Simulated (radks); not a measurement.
Values are calculated unless marked as measured or tabulated.
Coulomb parameter of the 3d shell of neutral titanium in the model configuration [Ar] 3d0.5 4s2 4p1.5, as a second difference U = [E(n + 0.25) + E(n - 0.25) - 2 E(n)] / (0.25)^2 with all orbitals relaxed. "Bare": the charge of the atom changes with n. "Screened": the 4p shell takes up the change at fixed total charge, which measures U(3d,3d) + U(4p,4p) - 2 U(3d,4p). Code: a radial shooting solver on a logarithmic mesh with Libxc functionals. Model: Dirac Kohn-Sham, PBE, spin-unpolarised, spherical densities, finite nucleus; open shells are shared between the two j in proportion to 2j + 1; Fermi nuclear charge, rms radius 3.5921 fm.

case                     configuration  E - E(n) (eV)
start             [Ar] 3d0.5 4s2 4p1.5          0.000
bare +0.25       [Ar] 3d0.75 4s2 4p1.5         -2.690
bare -0.25       [Ar] 3d0.25 4s2 4p1.5          3.440
screened +0.25  [Ar] 3d0.75 4s2 4p1.25         -2.131
screened -0.25  [Ar] 3d0.25 4s2 4p1.75          2.441

U(bare) = 11.996 eV, U(screened by 4p) = 4.967 eV, against the Slater integral F0(3d,3d) = 19.295 eV with frozen orbitals. The step up makes a negative ion, whose loosely bound charge lowers the bare value.
